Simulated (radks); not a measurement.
Values are calculated unless marked as measured or tabulated.
Bi73+, 10 electrons, occupied as [Ne].

Code: a radial shooting solver on a logarithmic mesh with Libxc functionals. Model: Dirac Kohn-Sham, Slater X-alpha with alpha = 0.96, spin-unpolarised, spherical densities, point nucleus.

Energy parts (hartree):
total: -14389.9428
kinetic: 17584.4068
electron-nucleus: -32706.2856
Hartree: 945.4597
exchange: -213.5237

Orbitals (lengths in bohr, moments of r in powers of bohr; r(90%) holds 90 % of the orbital's charge):
| orbital | occ. | eigenvalue (hartree) | <1/r> | <r^2> | r(90%) | small-component weight |
|---|---|---|---|---|---|---|
| 1s1/2 | 2 | -3601.375 | 103.6 | 0.0003444 | 0.0289 | 1.01e-01 |
| 2s1/2 | 2 | -847.6391 | 26.13 | 0.004988 | 0.101 | 2.41e-02 |
| 2p1/2 | 2 | -829.1009 | 26.01 | 0.003481 | 0.0881 | 2.40e-02 |
| 2p3/2 | 4 | -739.8571 | 20.65 | 0.004572 | 0.0993 | 2.13e-02 |

The highest occupied level is 2p3/2 at -20133 eV. Summed over all electrons, <r^2> = 0.03591 bohr^2, which gives a Langevin (diamagnetic) susceptibility term of -0.0284 x 10^-6 cm^3/mol.
